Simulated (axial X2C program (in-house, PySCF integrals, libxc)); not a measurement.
# Outer orbitals of GaS⁻ at 2.133 Å, PBE0

Calculated with an in-house relativistic program for diatomic molecules. Spin-free means the one-electron spin-free X2C Hamiltonian; two-component (2c) means X2C with spin–orbit coupling and atomic mean-field two-electron Coulomb and Gaunt terms, so the difference of the two also holds small scalar two-electron terms. Basis: Ga dyall-acv3z [10s10p8d5f1g], S dyall-av3z [9s8p3d2f] (cores contracted in-house); Gaussian nuclei, density fitting, unrestricted open shells. Masses: Ga 68.926 u, S 31.972 u.

The distance is close to the 2c PBE0 minimum; the highest filled and lowest empty levels are listed.

Spin-free orbitals, state M_S = 0, Λ = 0 (closed shell) (Löwdin shares):

```json
{"symmetry": "σα", "occupied": "yes", "ε (eV)": "-16.69", "atomic character": "96% Ga d, 2% S s"}
{"symmetry": "δ-α", "occupied": "yes", "ε (eV)": "-16.67", "atomic character": "100% Ga d"}
{"symmetry": "δ+α", "occupied": "yes", "ε (eV)": "-16.67", "atomic character": "100% Ga d"}
{"symmetry": "π+α", "occupied": "yes", "ε (eV)": "-16.54", "atomic character": "100% Ga d"}
{"symmetry": "π-α", "occupied": "yes", "ε (eV)": "-16.54", "atomic character": "100% Ga d"}
{"symmetry": "σα", "occupied": "yes", "ε (eV)": "-12.36", "atomic character": "67% S s, 10% Ga p, 10% Ga d"}
{"symmetry": "σα", "occupied": "yes", "ε (eV)": "-4.85", "atomic character": "43% Ga s, 43% S p, 6% S s"}
{"symmetry": "π+α", "occupied": "yes", "ε (eV)": "-1.35", "atomic character": "75% S p, 15% Ga p, 6% Ga d"}
{"symmetry": "π-α", "occupied": "yes", "ε (eV)": "-1.35", "atomic character": "75% S p, 15% Ga p, 6% Ga d"}
{"symmetry": "σα", "occupied": "yes", "ε (eV)": "-0.86", "atomic character": "35% S p, 34% Ga p, 23% Ga s"}
{"symmetry": "σα", "occupied": "no", "ε (eV)": "2.53", "atomic character": "83% Ga p, 15% Ga s"}
{"symmetry": "π-α", "occupied": "no", "ε (eV)": "2.59", "atomic character": "95% Ga p, 2% Ga d"}
{"symmetry": "π+α", "occupied": "no", "ε (eV)": "2.59", "atomic character": "95% Ga p, 2% Ga d"}
{"symmetry": "σα", "occupied": "no", "ε (eV)": "3.08", "atomic character": "73% Ga s, 16% Ga p, 8% S p"}
```

One partner of each degenerate Kramers or spin pair is listed.

Spinors with spin–orbit coupling (state Ω = 0):

| ω | occupied | ε (eV) | atomic character | λ mixture |
| --- | --- | --- | --- | --- |
| 3/2 | yes | -16.92 | 100% Ga d | 88% δ, 12% π |
| 1/2 | yes | -16.88 | 98% Ga d | 59% σ, 41% π |
| 5/2 | yes | -16.51 | 100% Ga d | 100% δ |
| 1/2 | yes | -16.46 | 98% Ga d | 59% π, 41% σ |
| 3/2 | yes | -16.39 | 100% Ga d | 88% π, 12% δ |
| 1/2 | yes | -12.36 | 67% S s, 10% Ga p, 10% Ga d | 100% σ |
| 1/2 | yes | -4.85 | 43% Ga s, 43% S p, 6% S s | 100% σ |
| 1/2 | yes | -1.38 | 75% S p, 15% Ga p, 6% Ga d | 100% π |
| 3/2 | yes | -1.33 | 75% S p, 15% Ga p, 6% Ga d | 100% π |
| 1/2 | yes | -0.86 | 35% S p, 34% Ga p, 22% Ga s | 100% σ |
| 1/2 | no | 2.54 | 85% Ga p, 14% Ga s | 100% σ |
| 1/2 | no | 2.59 | 95% Ga p, 2% Ga d | 100% π |
| 3/2 | no | 2.59 | 95% Ga p, 2% Ga d | 100% π |
| 1/2 | no | 3.11 | 76% Ga s, 14% Ga p, 7% S p | 100% σ |

One partner of each degenerate Kramers or spin pair is listed.

Mulliken charges and populations of the two-component result (they depend on the basis, above all on diffuse functions):

Ga -0.12 e (s 7.87 p 13.17 d 10.07 f 0.02), S -0.88 e (s 5.95 p 10.88 d 0.04).

Occupations by symmetry block were frozen at the best pattern of an incomplete PBE0 search.
